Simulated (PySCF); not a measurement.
# One molecule, several mistakes: BClGeH2

These are calculations, not measurements. The program is PySCF 2.14.0, an open-source quantum chemistry code, run on an isolated molecule that a program drew, which may never have been made. The molecule is BClGeH2 (charge 0, singlet), drawn as the SMILES string `[BH2][Ge][Cl]`.

Each row is a Hartree-Fock (HF) and frozen-core CCSD(T) single point in the cc-pV(D+d)Z basis, meant for a local HF minimum. Run 1 is clean. Each other run has one planted mistake out of seven kinds, and not every kind appears here: one electron removed, one electron added, multiplicity raised by two, geometry at a saddle point, minimal basis STO-3G, one bond length entered in bohr, all coordinates scaled. The reference is restricted for singlets and unrestricted otherwise, and also for a bond in bohr. Adding or removing an electron swaps singlet and doublet. Electrons count all cores. HOMO and LUMO are orbital energies over both spins, the gradient is its largest component, and the lowest frequency (negative if imaginary) is given only where the gradient is small. Bond lengths are over the 4 bonds as drawn. T1 is the CCSD diagnostic: over 0.02 (restricted) or 0.045 (unrestricted) a single reference is doubtful. Germanium has the cc-pVDZ-PP basis, with a core potential (ECP10MDF) in place of its 10 inner electrons, and its 3s, 3p and 3d shells are frozen in CCSD(T).

Geometry of the clean run:
```xyz
5
BClGeH2, angstrom
B     0.4496   -0.0079   -0.1952
Ge    1.3416   -0.4562   -2.0587
Cl    3.2883   -0.0610   -1.0051
H     0.2850   -0.8674    0.6262
H     0.1702    1.1238    0.0909
```

```
run  electrons  basis functions  <S^2>  HOMO (eV)  LUMO (eV)  gradient (hartree/bohr)  lowest frequency (cm^-1)  mean bond (Å)  longest bond (Å)      T1  HF (hartree)  CCSD(T) (hartree)                          mistake
  1         56               70  0.000      -8.96       0.24                  2.6e-05                       106         1.6908             2.248  0.0157    -778.72611         -779.06777                         no fault
  2         56               70  0.000      -7.42       0.38                  3.5e-05                      -300         1.5994             2.120  0.0226    -778.65688         -779.01999       geometry at a saddle point
  3         56               70  2.021      -7.76      -0.58                  1.8e-02                         -         1.6908             2.248  0.0208    -778.68538         -779.01040       multiplicity raised by two
  4         55               70  0.779     -16.86      -7.19                  4.4e-02                         -         1.6908             2.248  0.0280    -778.42951         -778.75261             one electron removed
  5         56               70  0.877      -9.09       0.14                  2.0e-02                         -         1.9577             2.268  0.0709    -778.61325         -778.95187  one bond length entered in bohr
  6         56               70  0.000      -9.18      -0.20                  3.9e-02                         -         1.8277             2.431  0.0176    -778.70730         -779.05147                                ?
```

**Which mistake was planted in run 6, and what did it cost?**

The mean and the longest bond both change by the same factor, 1.081, and the gradient is no longer small. So the mistake is: all coordinates scaled. Subtracting run 1 and multiplying by 627.51 kcal/mol a hartree, the energy moved by 11.8 kcal/mol in HF and 10.2 kcal/mol in CCSD(T).

Cautions from the logs. Run 2: T1 is over the limit, so its CCSD(T) energy is less reliable; run 5: T1 is over the limit, so its CCSD(T) energy is less reliable.
